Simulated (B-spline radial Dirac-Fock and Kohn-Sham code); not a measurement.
Pm⁺: eigenvalues, ΔSCF and the reference

System: the Pm⁺ ion in the configuration [Xe] 4f4 6s2 (not the ground configuration).

The density-functional columns are spherical, spin-unpolarised Dirac-Kohn-Sham results without Breit or QED terms: −ε is minus the orbital energy of the initial state and ΔSCF the difference of two total energies. The reference in the last column comes from Dirac-Fock (average of configuration) total-energy differences with a finite nucleus, the Breit interaction including its frequency dependence, and self-energy and vacuum-polarisation corrections. All numbers are from a B-spline atomic structure program, in eV; a selection of levels is shown. The Kohn-Sham columns are given as differences from the reference. For the 1s level of heavy atoms much of the gap between ΔSCF and the reference is the Breit and QED part, -184.1 eV here; for other levels the error of the functional can be larger.

```
level  PBE −ε − DF  PBE ΔSCF − DF  Dirac-Fock
   1s       -215.2         +216.6     45204.2
   2s       -131.3          -53.5      7455.5
2p1/2        -98.8           -0.4      7035.7
2p3/2       -105.5          -16.1      6482.2
   3s        -66.7          -42.3      1676.4
3p1/2        -53.5          -27.8      1497.1
3p3/2        -52.8          -28.6      1383.8
3d3/2        -33.6           -5.4      1075.9
3d5/2        -34.2           -6.6      1052.1
   4s        -31.3          -20.3       363.7
4p1/2        -24.6          -13.8       293.7
4p3/2        -24.6          -14.1       268.9
4d3/2        -12.1           -2.0       152.3
4d5/2        -12.1           -2.2       148.0
   4f         -5.4           +2.9       21.34
   5s         -9.4           -3.1       62.93
5p1/2         -4.9           +1.0       40.96
5p3/2         -4.8           +0.8       37.33
   6s         -1.4           +1.5       11.18
```

Values without a named source are computed, but for edge energies of neutral atoms, which are taken from tables.
